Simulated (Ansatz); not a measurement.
Consider the redistribution: `COBO` + `[CH3][GeH]([Cl])[Cl]` → `COB(O)Cl` + `[CH3][GeH2][Cl]`.

Gas-phase electronic energies from Ansatz, PBE0-D4/def2-TZVP geometries. CBS: MP2 limit from def2 TZ/QZ plus the TZ coupled-cluster correction, frozen cores. This one scheme is used for every species. DFT in def2-TZVPP. B3LYP here is the variant with VWN-RPA as its local correlation; programs differ in this. For Ge outer-core shells are correlated without core-valence functions, which leaves a few kJ/mol of doubt a bond. Scalar relativity is left out up to krypton. Each species was taken in one conformer, which may not be the lowest.

```tsv
level	ΔE (kcal/mol)	difference from CCSD(T)/CBS
PBE-D4	-0.1	0.0
r2SCAN-D4	-0.6	-0.5
PBE0-D4	-0.3	-0.2
B3LYP-D4	0.6	0.7
ωB97X-V	-0.1	0.0
ωB97M-V	-0.2	-0.1
PBE	-0.1	0.0
PBE0	-0.3	-0.2
HF/def2-TZVPP	1.2	1.3
SCS-MP2/def2-TZVPP	0.4	0.5
CCSD/def2-TZVPP	-0.2	-0.1
CCSD(T)/def2-TZVPP	-0.3	-0.2
SCS-MP2/def2-QZVPP	0.5	0.6
HF/CBS(def2)	1.3	1.4
MP2/CBS(def2)	0.2	0.3
CCSD/CBS(def2)	0.0	0.1
CCSD(T)/CBS	-0.1	0
```

Largest T1 diagnostic among the species: 0.013.

In def2-TZVPP, CCSD(T) changes the Hartree–Fock value by −1.5 kcal/mol (the triples alone add −0.1 kcal/mol) and MP2 by −1.3 kcal/mol.
